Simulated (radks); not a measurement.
The numbers below are computed, except where a source is named.
All-electron atom: Gd4+ in [Kr] 4d10 4f6 5s1 5p6 6p1 (not the ground configuration).

Code: a radial shooting solver on a logarithmic mesh with Libxc functionals. Model: Dirac Kohn-Sham, exchange-only LDA, spin-unpolarised, spherical densities, point nucleus; open shells fill j = l - 1/2 first.

Energy parts (hartree):
| part | energy |
|---|---|
| total | -11260.9817 |
| kinetic | 12284.1451 |
| electron-nucleus | -27566.7938 |
| Hartree | 4255.6429 |
| exchange | -233.9759 |

Orbitals (lengths in bohr, moments of r in powers of bohr; r(90%) holds 90 % of the orbital's charge):
orbital  occ.  eigenvalue (hartree)  r(90%)      <r>  small-component weight
1s1/2       2             -1839.533  0.0396  0.02192                5.68e-02
2s1/2       2             -305.2346   0.144  0.09281                1.25e-02
2p1/2       2             -290.0239   0.128  0.07749                1.26e-02
2p3/2       4             -264.4840   0.137  0.08433                1.17e-02
3s1/2       2             -69.18133   0.359   0.2443                3.97e-03
3p1/2       2             -62.57873   0.351   0.2338                3.91e-03
3p3/2       4             -57.34318   0.370   0.2469                3.65e-03
3d3/2       4             -45.90469   0.342   0.2189                3.54e-03
3d5/2       6             -44.76321   0.347   0.2230                3.46e-03
4s1/2       2             -15.46600   0.794   0.5523                1.27e-03
4p1/2       2             -12.89443   0.820   0.5637                1.20e-03
4p3/2       4             -11.71651   0.863   0.5932                1.11e-03
4d3/2       4              -7.46871   0.941   0.6267                9.43e-04
4d5/2       6              -7.25450   0.956   0.6369                9.18e-04
5s1/2       1              -3.53867    1.82    1.278                3.04e-04
5p1/2       2              -2.77526    2.01    1.396                2.55e-04
5p3/2       4              -2.58078    2.11    1.469                2.33e-04
4f5/2       6              -2.21409    1.30   0.7863                5.83e-04
4f7/2       0              -2.18334    1.32   0.7939                5.74e-04
5d3/2       0              -1.51300    2.75    1.869                1.45e-04
5d5/2       0              -1.48906    2.79    1.897                1.42e-04
6s1/2       0              -1.25340    3.91    2.786                8.03e-05
6p1/2       1              -1.03585    4.38    3.115                6.68e-05
6p3/2       0              -0.99312    4.55    3.236                6.31e-05
5f5/2       0              -0.66963    4.96    3.362                5.12e-05
5f7/2       0              -0.66789    4.97    3.374                5.11e-05
7p1/2       0              -0.54137    7.71    5.553                3.08e-05
7p3/2       0              -0.52423    7.94    5.724                2.94e-05

The highest occupied level is 6p1/2 at -28.187 eV. The configuration is held as typed, so some empty levels lie below it. Summed over all electrons, <r^2> = 40.17 bohr^2, which gives a Langevin (diamagnetic) susceptibility term of -31.8 x 10^-6 cm^3/mol. The density falls to 0.001 e/bohr^3 at r = 4.12 bohr.
